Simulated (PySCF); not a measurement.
Ga(H)(Br)(OH) (BrGaH₂O), SMILES [OH][GaH][Br]. Heavy atoms are numbered as in [GaH:1]([Br:3])[OH:4]. Hydrogens are named by the atom that carries them.

Coordinates come from a TPSSh-D3(BJ)/def2-SVP optimisation. One conformer was computed; it need not be the lowest.

These are B3LYP/pcSseg-2 in PySCF values and carry that method's errors.

GIAO shieldings, no solvent; atoms alike by connectivity are averaged. δ = σ(ref) − σ: ¹H against TMS (σ = 31.68 ppm); ¹⁷O against H2O (σ = 325.5 ppm), references at their B3LYP-D3(BJ)/def2-TZVP geometries, non-relativistic (without spin–orbit terms, shifts of atoms bonded to Cl or Br come out too high).

```json
[
 {"nucleus": "¹H", "atoms": "H on Ga1", "count": "1", "δ (ppm)": "6.61"},
 {"nucleus": "¹H", "atoms": "H on O4", "count": "1", "δ (ppm)": "3.70"},
 {"nucleus": "¹⁷O", "atoms": "O4 (OH)", "count": "1", "δ (ppm)": "123.4"}
]
```
